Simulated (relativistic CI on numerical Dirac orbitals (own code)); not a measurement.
**Cr5+: L2,3 absorption edge**

Computed with this model: Dirac-Coulomb-Breit CI, KLI orbitals optimised for each configuration, model QED (radiative potential, 1s self-energy scaled to tabulated hydrogen-like ionisation energies), valence Slater integrals scaled by 0.7, multiplet model of core-to-valence dipole absorption; configurations [Ar] 3d → [He] 2s2 2p5 3s2 3p6 3d2; 300 K; Lorentzian 0.4 eV and Gaussian 0.3 eV FWHM. Energies are those of the free ion, without screening or charge transfer. The branching ratio is the share of the lower-energy edge in the whole absorption, uncertain by about 0.02 where the edges overlap. S is read from ⟨S²⟩ = S(S + 1).

Field parameters in Wybourne normalisation: Oh B⁴₀ = 21Dq, B⁴₄ = √(5/14) B⁴₀. The field is a parameter set, without covalency.

Peaks in eV (height, largest 100): 585.4 (11), 586.0 (11), 586.8 (15), 587.9 (79), 588.9 (98), 589.5 (60), 591.1 (8), 593.2 (41), 594.1 (34), 596.5 (100), 597.2 (47), 599.7 (15).

(1) Which surroundings give this spectrum?
A. Oh, 10Dq = 5900 cm⁻¹
B. free ion
C. Oh, 10Dq = 20650 cm⁻¹
D. Oh, 10Dq = 28050 cm⁻¹

## Answers

(1) B. free ion, where the ground state has S = 0.50.
